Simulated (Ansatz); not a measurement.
`CBBC` + `CC(N)S` → `CSC(C)N` + `BBC`  (substitution at a C–B bond)

Gas-phase electronic energies from Ansatz, PBE0-D4/def2-TZVP geometries. CBS: MP2 limit from def2 TZ/QZ plus the TZ coupled-cluster correction, frozen cores. DFT in def2-TZVPP. B3LYP here is the variant with VWN-RPA as its local correlation; programs differ in this. Each species was taken in one conformer, which may not be the lowest.

```csv
level,ΔE (kJ/mol),difference from CCSD(T)/CBS
PBE-D4,35.2,-1.4
r2SCAN-D4,35.7,-0.9
PBE0-D4,37.1,0.5
B3LYP-D4,35.4,-1.2
ωB97X-V,35.6,-1.0
ωB97M-V,37.7,1.1
B2PLYP,37.2,0.6
PBE,37.3,0.7
r2SCAN,36.3,-0.3
PBE0,38.9,2.3
B3LYP,38.8,2.2
HF/def2-TZVPP,38.8,2.2
MP2/def2-TZVPP,35.5,-1.1
SCS-MP2/def2-TZVPP,35.0,-1.6
CCSD/def2-TZVPP,39.5,2.9
CCSD(T)/def2-TZVPP,37.8,1.2
HF/def2-QZVPP,38.8,2.2
MP2/def2-QZVPP,34.8,-1.8
SCS-MP2/def2-QZVPP,34.5,-2.1
HF/CBS(def2),38.8,2.2
MP2/CBS(def2),34.3,-2.3
CCSD/CBS(def2),38.3,1.7
CCSD(T)/CBS,36.6,0
```

Largest T1 diagnostic among the species: 0.011.

The D4 term adds −3.4 kJ/mol with B3LYP and −1.8 kJ/mol with PBE0; it sums over pairs of atoms, weighted by their polarisabilities, and B3LYP, whose exchange is more repulsive, gets the larger term.
